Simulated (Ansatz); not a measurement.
Geometry optimisation, RKS PBE/def2-SVP (Ansatz).

The input (input.yaml):

```yaml
crystal:
  periodic: [false, false, false]
  atoms:
    - { symbol: B, position_ang: [0.049017, -0.147479, -0.108949] }
    - { symbol: F, position_ang: [-0.006682, -0.596398, 1.156879] }
    - { symbol: "N", position_ang: [1.273023, -0.142134, -0.78278] }
    - { symbol: H, position_ang: [2.154135, -0.421305, -0.349199] }
    - { symbol: H, position_ang: [1.362708, 0.212932, -1.734012] }
    - { symbol: H, position_ang: [-0.979597, 0.190464, -0.656519] }
    - { symbol: Br, position_ang: [0.201739, 2.782948, 1.282786] }
    - { symbol: H, position_ang: [0.015258, 1.403572, 1.854095] }
basis:
  gaussian: { orbitals: def2-SVP }
hamiltonian:
  xc: pbe
relax:
  f_tol: 0.03
  max_steps: 50
```

Run as:

```bash
$ ansatz run input.yaml --threads 2 --pin off --max-ram 3072MiB --backend cpu --events-out ev --progress --plain --runs-dir out
```

Task: Where does it end, and by what steps?

Result: It converged. After 12 steps the energy has fallen by 0.141 eV; Br7 moved furthest, 1.01 Å.

| step | energy less start (eV) | largest force component (eV/Å) | accepted |
| --- | --- | --- | --- |
| 0 | 0.0000 | 1.206 | yes |
| 1 | -0.0696 | 0.596 | yes |
| 2 | -0.0966 | 0.228 | yes |
| 3 | -0.1045 | 0.157 | yes |
| 4 | -0.1197 | 0.318 | yes |
| 5 | -0.1269 | 0.391 | yes |
| 6 | -0.1336 | 0.232 | yes |
| 7 | -0.1369 | 0.101 | yes |
| 8 | -0.1385 | 0.167 | yes |
| 9 | -0.1391 | 0.116 | yes |
| 10 | -0.1406 | 0.070 | yes |
| 11 | -0.1411 | 0.033 | yes |
| 12 | -0.1412 | 0.016 | yes |

```xyz
8
Properties=species:S:1:pos:R:3
B 0.101 -0.160 -0.285
F 0.099 -0.130 1.078
N 1.312 -0.347 -0.952
H 2.205 -0.452 -0.468
H 1.375 -0.371 -1.969
H -0.954 -0.030 -0.872
Br -0.023 3.091 2.218
H -0.046 1.682 1.911
```

Whether the end is a true minimum wasn't checked by a vibrational analysis.

Time of the run: 23 s on 2 threads of Arm Neoverse V1 (shared host), peak memory 0.14 GiB.
